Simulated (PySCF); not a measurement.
**LDA on Ti⁺ (titanium, charge +1)**

Configuration: [Ar] 3d2 4s1, high-spin 4F determinant. Computed with PySCF 2.14 in pcseg-2 (6s4p3d2f1g, 56 functions), with the non-relativistic Hamiltonian (point nucleus).

- Total energy: -847.052 hartree
- One-electron energy: -1157.107 hartree
- Hartree (Coulomb) energy: 349.822 hartree
- Exchange-correlation energy: -39.767 hartree
- Kinetic energy: 848.09980 hartree
- ⟨S²⟩: 3.7501
- ⟨L²⟩: 12.001
- Sum of ⟨r⟩: 17.25 bohr
- Sum of ⟨r²⟩: 28.71 bohr²
- Density at the nucleus (Gaussians lack the cusp): 7050 bohr⁻³
- Spin density at the nucleus: 3.92 bohr⁻³
- Langevin diamagnetic susceptibility: -22.7 ×10⁻⁶ cm³/mol
- Time after the integrals: 0.51 s of wall time on 1 thread of Neoverse-V1 (shared host)

```
shell  electrons  mean orbital energy (eV)  rms radius, mean of both spins (bohr)
 1s α          1                   -4830.0                                 0.0814
 1s β          1                   -4830.0                                 0.0814
 2s α          1                   -536.63                                  0.357
 2s β          1                   -535.97                                  0.357
 2p α          3                   -450.22                                  0.323
 2p β          3                   -449.70                                  0.323
 3s α          1                   -69.369                                   1.09
 3s β          1                   -67.602                                   1.09
 3p α          3                   -46.651                                   1.18
 3p β          3                   -44.883                                   1.18
 3d α          2                   -12.612                                   1.71
 4s α          1                   -11.007                                   3.34
```
